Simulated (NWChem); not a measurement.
System meant: TiN2H3Cl; SMILES [NH]=[Ti]([NH2])[Cl]

Input file for NWChem:

```
start job
memory heap 200 mb stack 900 mb global 1100 mb
geometry units angstroms noautoz
  Ti    -0.058548     0.183995     0.289433
  N     -1.350186     1.161908     0.608696
  H     -2.256033     1.603317     0.765212
  Cl    -0.215388    -1.997086    -0.297629
  N      1.518117     1.176522     0.464215
  H      2.447238     0.784140     0.309940
  H      1.606593     2.157707     0.713380
end
basis spherical
  Ti library def2-svp
  N library def2-svp
  H library def2-svp
  Cl library def2-svp
end
dft
  odft
  mult 2
  xc b3lyp
  iterations 150
  mulliken
end
task dft energy
```

End of the output:

```
 ==============================================================================
                                 internuclear angles
 ------------------------------------------------------------------------------
        center 1       |       center 2       |       center 3       |  degrees
 ------------------------------------------------------------------------------
    2 N                |   1 Ti               |   4 Cl               |   124.50
    2 N                |   1 Ti               |   5 N                |   109.08
    4 Cl               |   1 Ti               |   5 N                |   126.41
    1 Ti               |   2 N                |   3 H                |   168.78
    1 Ti               |   5 N                |   6 H                |   123.31
    1 Ti               |   5 N                |   7 H                |   127.47
    6 H                |   5 N                |   7 H                |   109.22
 ------------------------------------------------------------------------------
                            number of included internuclear angles:          7
 ==============================================================================

 Summary of "ao basis" -> "" (spherical)
 ------------------------------------------------------------------------------
       Tag                 Description            Shells   Functions and Types
 ---------------- ------------------------------  ------  ---------------------
 Ti                         def2-svp                11       31   5s3p2d1f
 N                          def2-svp                 6       14   3s2p1d
 H                          def2-svp                 3        5   2s1p
 Cl                         def2-svp                 8       18   4s3p1d

                                 NWChem DFT Module
                                 -----------------

 Summary of "ao basis" -> "ao basis" (spherical)
 ------------------------------------------------------------------------------
       Tag                 Description            Shells   Functions and Types
 ---------------- ------------------------------  ------  ---------------------
 Ti                         def2-svp                11       31   5s3p2d1f
 N                          def2-svp                 6       14   3s2p1d
 H                          def2-svp                 3        5   2s1p
 Cl                         def2-svp                 8       18   4s3p1d

  number of electrons :                   56
  multiplicity        :                    2
 ------------------------------------------------------------------------
  no. of electrons and multiplicity not compatible                  56
 ------------------------------------------------------------------------
 ------------------------------------------------------------------------
  current input line :
    25: task dft energy
 ------------------------------------------------------------------------
 ------------------------------------------------------------------------
 There is an error in the input file
 ------------------------------------------------------------------------
 For more information see the NWChem manual at https://nwchemgit.github.io

0: no. of electrons and multiplicity not compatible:Received an Error in Communication
```

Q: What is wrong, and how is it mended?

A: The input was rejected before any calculation. Cause: the multiplicity doesn't fit the number of electrons (an even count wants an odd multiplicity, and the reverse). This input runs:
```
start job
memory heap 200 mb stack 900 mb global 1100 mb
geometry units angstroms noautoz
  Ti    -0.058548     0.183995     0.289433
  N     -1.350186     1.161908     0.608696
  H     -2.256033     1.603317     0.765212
  Cl    -0.215388    -1.997086    -0.297629
  N      1.518117     1.176522     0.464215
  H      2.447238     0.784140     0.309940
  H      1.606593     2.157707     0.713380
end
basis spherical
  Ti library def2-svp
  N library def2-svp
  H library def2-svp
  Cl library def2-svp
end
dft
  xc b3lyp
  iterations 150
  mulliken
end
task dft energy
```
It converges to -1420.76559 Ha (B3LYP/def2-SVP).
